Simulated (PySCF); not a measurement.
**Assigning NMR signals**

Molfile (atoms numbered from 1):
```
C8H7FSi
     RDKit          3D

 17 18  0  0  0  0  0  0  0  0999 V2000
    0.5616    2.8668   -0.4534 F   0  0  0  0  0  0  0  0  0  0  0  0
    0.8077    1.5486   -0.2627 C   0  0  0  0  0  0  0  0  0  0  0  0
    2.1226    1.1144   -0.2431 C   0  0  0  0  0  0  0  0  0  0  0  0
    2.3857   -0.2296   -0.0490 C   0  0  0  0  0  0  0  0  0  0  0  0
    1.3426   -1.1311    0.1241 C   0  0  0  0  0  0  0  0  0  0  0  0
    0.0339   -0.6963    0.1040 C   0  0  0  0  0  0  0  0  0  0  0  0
   -0.2480    0.6674   -0.0928 C   0  0  0  0  0  0  0  0  0  0  0  0
   -1.6611    1.0161   -0.0959 C   0  0  0  0  0  0  0  0  0  0  0  0
   -2.5206    0.0068    0.0868 C   0  0  0  0  0  0  0  0  0  0  0  0
   -1.6021   -1.6244    0.3007 Si  0  0  0  0  0  4  0  0  0  0  0  0
    2.9187    1.8294   -0.3793 H   0  0  0  0  0  0  0  0  0  0  0  0
    3.4083   -0.5756   -0.0324 H   0  0  0  0  0  0  0  0  0  0  0  0
    1.5584   -2.1786    0.2753 H   0  0  0  0  0  0  0  0  0  0  0  0
   -1.9461    2.0485   -0.2423 H   0  0  0  0  0  0  0  0  0  0  0  0
   -3.5864    0.1654    0.1003 H   0  0  0  0  0  0  0  0  0  0  0  0
   -1.7497   -2.2273    1.6260 H   0  0  0  0  0  0  0  0  0  0  0  0
   -1.8327   -2.5884   -0.7761 H   0  0  0  0  0  0  0  0  0  0  0  0
  1  2  1  0
  2  3  1  0
  3  4  2  0
  4  5  1  0
  5  6  2  0
  6  7  1  0
  7  8  1  0
  8  9  2  0
  9 10  1  0
  7  2  2  0
 10  6  1  0
  3 11  1  0
  4 12  1  0
  5 13  1  0
  8 14  1  0
  9 15  1  0
 10 16  1  0
 10 17  1  0
M  END
```

Theoretical values (PySCF 2.14.0 with density-fitted response routines): GFN2-xTB geometry, σ from GIAO-PBE0/pcSseg-1. Isolated molecule, non-relativistic Hamiltonian, one conformer, rapidly exchanging positions averaged.

Referencing at the same level of theory: ¹³C, ¹H vs TMS.

(1) Assign these signals to the numbered atoms. ¹³C{¹H} NMR (computed): δ 168.3, 154.1, 143.3, 142.2, 135.1, 134.3, 132.6, 123.4.

(2) Assign these signals to the numbered atoms. ¹H NMR (600 MHz, computed): δ 8.01 (m, 1H), 7.63 (m, 1H), 7.48 (m, 1H), 7.33 (m, 1H), 6.40 (m, 1H), 4.92 (m, 2H).

## Answers

(1) 
168.3 → C2, aromatic carbon bearing fluorine: σ withdrawal by the attached heteroatom moves it downfield of the ring CH carbons
154.1 → C8, alkene CH: an sp2 carbon of a C=C bond
143.3 → C6, substituted aromatic carbon
142.2 → C7, substituted aromatic carbon
135.1 → C5, aromatic CH: the aromatic region
134.3 → C4, aromatic CH
132.6 → C9, alkene CH: an sp2 carbon of a C=C bond
123.4 → C3, aromatic CH

C6 and C7; C5 and C4; C4 and C9 lie closer than the usual error of such a calculation, so a measured spectrum could show them in the other order.

(2) 
8.01 → H14, hydrogen on an alkene CH
7.63 → H13, hydrogen on an aromatic CH: the ring current deshields protons in the ring plane
7.48 → H12, hydrogen on an aromatic CH
7.33 → H11, hydrogen on an aromatic CH
6.40 → H15, hydrogen on an alkene CH: a vinylic proton, deshielded by the sp2 carbon and the C=C anisotropy
4.92 → H16/H17, hydrogen on a silicon bonded to 2 C, in a 5-membered ring

Splittings by ¹⁹F in the carbon and heteronuclear signals aren't shown, as no couplings were computed. Shifts are as computed. Against solution values, carbons near 30 ppm lie about +3 ppm off and those near 130 ppm about +5 ppm. Of 1211 compounds with measured shifts, 218 miss one by over three times the rms of a fit or turn the order of signals round; such compounds aren't used in these exercises. Multiplicities follow the n + 1 count of equivalent neighbours, as no J values were calculated; m marks all less simple cases, F and P coupling included.
